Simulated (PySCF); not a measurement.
## How methods differ on the ionisation energy of Rh²⁺

Rh²⁺ [Kr] 4d7 (4F) → Rh³⁺ [Kr] 4d6 (5D), as a difference of total energies. Calculation: PySCF 2.14, in aug-cc-pVDZ-PP with ECP28MDF; a scalar-relativistic core potential. Correlated levels: valence: 4s2 4p6 frozen. The calculations carry no spin-orbit coupling.

```csv
method,ionisation energy (eV),difference from reference (eV)
UHF,29.340,-1.720
PBE,31.158,+0.098
TPSS,31.066,+0.006
MP2 (valence),30.449,-0.611
SCS-MP2 (valence),30.540,-0.520
```

Reference: 31.06 eV (semi-empirical (NIST evaluation); NIST Atomic Spectra Database, ionization energies).

The reference lies between the lowest fine-structure levels, while these numbers refer to the centres of the terms.

Errors of the correlated levels include the incompleteness of this basis and the frozen core.
